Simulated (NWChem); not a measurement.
A series in which one site is exchanged, each optimised at PBE0/def2-SVP with NWChem, gas phase unless a solvent is named. Some are not confirmed as minima by frequencies. def2 effective core potentials on I; no spin-orbit coupling.

A: [AlH]([F])[I] (AlHIF; site = H)
B: [F][Al]([F])[I] (AlIF$_{2}$; site = F)
C: [F][Al]([I])[I] (AlI$_{2}$F; site = I)
D: [F][Al]([Cl])[I] (AlIClF; site = Cl)

```json
[
 {"quantity": "dipole (D), PBE0/def2-SVP", "A": "(withheld)", "B": "0.99", "C": "0.92", "D": "0.86"},
 {"quantity": "orbital gap (eV), PBE0/def2-SVP", "A": "(withheld)", "B": "6.85", "C": "6.28", "D": "6.80"},
 {"quantity": "vertical ionisation energy, ΔSCF, CAM-B3LYP/def2-SVP (eV)", "A": "(withheld)", "B": "10.84", "C": "10.15", "D": "10.64"},
 {"quantity": "static polarisability, CAM-B3LYP/def2-SVPD (bohr³)", "A": "(withheld)", "B": "54.7", "C": "92.4", "D": "69.5"},
 {"quantity": "lowest singlet excitation, CAM-B3LYP/def2-SVPD, TDA (eV)", "A": "(withheld)", "B": "5.47", "C": "5.14", "D": "5.47"}
]
```

Some entries are withheld; supply them.


- dipole (D), PBE0/def2-SVP, A: 1.17
- orbital gap (eV), PBE0/def2-SVP, A: 6.65
- vertical ionisation energy, ΔSCF, CAM-B3LYP/def2-SVP (eV), A: 10.45
- static polarisability, CAM-B3LYP/def2-SVPD (bohr³), A: 59.6
- lowest singlet excitation, CAM-B3LYP/def2-SVPD, TDA (eV), A: 5.46
